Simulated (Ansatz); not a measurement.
Gas-phase electronic energies from Ansatz, PBE0-D4/def2-TZVP geometries. CCSD(T)/CBS adds triple-zeta CCSD(T) − MP2 to the extrapolated MP2 energy (def2 sets, frozen cores). This one scheme is used for every species. Functionals use def2-TZVPP. HSE06 is defined as in plane-wave codes. Each species was taken in one conformer, which may not be the lowest.

Reaction (silylene formation by 1,1-elimination): `O[Si](O)(F)O[SiH3]` → `OO` + `F[Si]O[SiH3]`

```csv
level,ΔE (kcal/mol),difference from CCSD(T)/CBS
LDA (SPW92),170.1,-3.7
PBE-D4,158.7,-15.1
BLYP-D4,156.6,-17.2
B97M-V,170.5,-3.3
r2SCANh-D4,176.4,2.6
HSE06-D4,169.2,-4.6
PBE-QIDH,178.4,4.6
r2SCANh,175.8,2.0
LC-ωPBE,172.5,-1.3
HF/def2-SVP,172.4,-1.4
CCSD/def2-SVP,161.1,-12.7
CCSD(T)/def2-SVP,159.1,-14.7
MP2/def2-TZVPP,179.2,5.4
HF/def2-QZVPP,182.3,8.5
HF/CBS(def2),182.4,8.6
CCSD/CBS(def2),175.7,1.9
CCSD(T)/CBS,173.8,0
```

Largest T1 diagnostic among the species: 0.014.

In def2-TZVPP, CCSD(T) changes the Hartree–Fock value by −10.4 kcal/mol (the triples alone add −1.9 kcal/mol) and MP2 by −2.2 kcal/mol. From PBE to PBE0 (25 % exact exchange), in def2-TZVPP and without D4, ΔE moves by +11.0 kcal/mol.
